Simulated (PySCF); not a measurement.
## First hyperpolarisability: `C=CN(C)C1CC1`, C6H11N

Geometry (Å), atoms numbered from 1 in this order:
```xyz
18

C     2.2316    1.5030    0.0704
C     1.0557    1.0080    0.4443
N     0.3100    0.0524   -0.2110
C     0.9097   -0.6626   -1.3124
C    -0.6685   -0.6599    0.5441
C    -1.8562    0.0911    1.0666
C    -2.0226   -0.8716   -0.0688
H     2.6885    2.2944    0.6351
H     2.7685    1.1616   -0.7952
H     0.5652    1.3887    1.3305
H     0.1796   -1.3587   -1.7210
H     1.8027   -1.2237   -1.0082
H     1.1936    0.0457   -2.0913
H    -0.2797   -1.4678    1.1677
H    -2.2448   -0.1729    2.0384
H    -1.9178    1.1439    0.8382
H    -2.1963   -0.4568   -1.0496
H    -2.5278   -1.8084    0.1105
```

The calculation used quadratic response PBE0/def2-SVPD first hyperpolarisability, Taylor convention, gas phase (PySCF). Geometry: GFN2-xTB.

(1) Give β for the processes computed.

(2) Which lowest excitations, dipole and polarisabilities go with it?

Answers

(1) In au, Taylor convention; the vector part is βᵢ = ⅓ Σⱼ (βᵢⱼⱼ + βⱼᵢⱼ + βⱼⱼᵢ); β∥ is 3/5 of the vector part along the dipole, the dipole points from − to +:
| process | λ (nm) | β vector norm | β∥ | β HRS | depolarisation ratio |
| --- | --- | --- | --- | --- | --- |
| static β(0;0,0) | ∞ | 155.5 | -2.4 | 80.8 | 2.97 |
| second harmonic β(−2ω;ω,ω) | 1907 | 166.9 | -3.7 | 86.1 | 3.01 |
| Pockels β(−ω;ω,0) | 1907 | 159.1 | -2.8 | – | – |
| second harmonic β(−2ω;ω,ω) | 1064 | 197.6 | -8.1 | 100.5 | 3.08 |
| Pockels β(−ω;ω,0) | 1064 | 167.7 | -3.8 | – | – |

(2) S1 5.48 eV (f = 0.084); S2 5.88 eV (f = 0.044); S3 6.02 eV (f = 0.117); dipole 1.61 D; isotropic α 81.7 au static, 81.9 au at 1907 nm, 82.5 au at 1064 nm, 82.7 au at 953.5 nm, 85.3 au at 532 nm.
